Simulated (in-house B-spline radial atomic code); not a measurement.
The numbers below are computed, except where a source is named.
**In in an electron gas of r_s = 2.2: phase shifts, screening, friction and resistivity**

A nucleus sits in a uniform electron gas with a rigid positive background. The Kohn-Sham equations are solved self-consistently in the spin-unpolarised LDA (PW92), non-relativistic, on B-splines with outgoing waves at the boundary and partial waves to l = 8. The model has no lattice, no bands and no magnetic solution. Atomic units; δ_l are the phase shifts at the Fermi level, counted so that each bound state adds π, and good to about 0.0005.

The density parameter is r_s = 2.2 bohr, near that of the valence electrons of Ga (3 per atom, density 5.91 g/cm³, mass 69.72 u, which gives r_s = 2.19).

```json
{"l": "0", "δ_l (rad)": "12.9679"}
{"l": "1", "δ_l (rad)": "10.2779"}
{"l": "2", "δ_l (rad)": "6.4750"}
{"l": "3", "δ_l (rad)": "0.0912"}
{"l": "4", "δ_l (rad)": "0.0140"}
{"l": "5", "δ_l (rad)": "0.0022"}
{"l": "6", "δ_l (rad)": "0.0004"}
{"l": "7", "δ_l (rad)": "0.0001"}
{"l": "8", "δ_l (rad)": "0.0001"}
```

Bound levels below the band bottom (hartree): d -15.76, s -3.715, p -2.45, d -0.3911, s -0.04143 and deeper ones.

(1) Check the Friedel sum rule, and say where the screening charge sits.

(2) Find the transport cross section and the electronic stopping of a 2 keV In ion (mass 114.82 u).

(3) What residual resistivity would 1 atomic per cent of such centres give in Ga?

(4) On a substitutional site the background of one host ion, a sphere holding 3 charges, is taken out. The phase shifts for l = 0 to 4 become 12.5568, 9.6160, 6.1820, -0.0039, -0.0025. What follows?

## Answers

(1) k_F = (9π/4)^(1/3)/r_s = 0.87234. The rule is Z = (2/π) Σ (2l + 1) δ_l. The terms are s 8.256, p 19.629, d 20.611, f 0.406 and 0.101 beyond, in all 49.003 against Z = 49. Bound states hold 10 s, 18 p, 20 d electrons, so the scattering states carry 1.00 in all; where a term is smaller than its bound count, the bound level has drawn weight out of the band.

(2) σ_tr = (4π/k_F²) Σ (l + 1) sin²(δ_l − δ_(l+1)). The terms for l = 0 to 3 are 0.1904, 0.7544, 0.0303, 0.0238, all together 0.9996, so σ_tr = 16.513 × 0.9996 = 16.506 bohr². With n = 3/(4π r_s³) = 0.02242, the friction coefficient is Q = n k_F σ_tr = 0.3228. For v well below v_F = 0.872, dE/dx = Q v; with 24801 eV per u at v = 1, v = √(2000/(24801 × 114.82)) = 0.0265, so dE/dx = 0.00856 hartree/bohr = 4.4 eV/nm. The largest term couples the p and d waves.

(3) Δρ = k_F n_i σ_tr/n in atomic units of 21.74 μΩ·cm. With one host atom per 3 electrons, n_i/n = 0.01/3, so Δρ = 0.8723 × 0.00333 × 16.506 × 21.74 = 1.04 μΩ·cm. This is an atom added to the gas, as on an interstitial site.

(4) The Friedel sum is now 46.00, for Z − 3 = 46. The sum in σ_tr is 0.2343, so σ_tr = 3.87 bohr² and Δρ = 0.24 μΩ·cm per atomic per cent, 0.23 times the value above. A real host ion scatters too, so this model doesn't give zero even for the host's own atom.
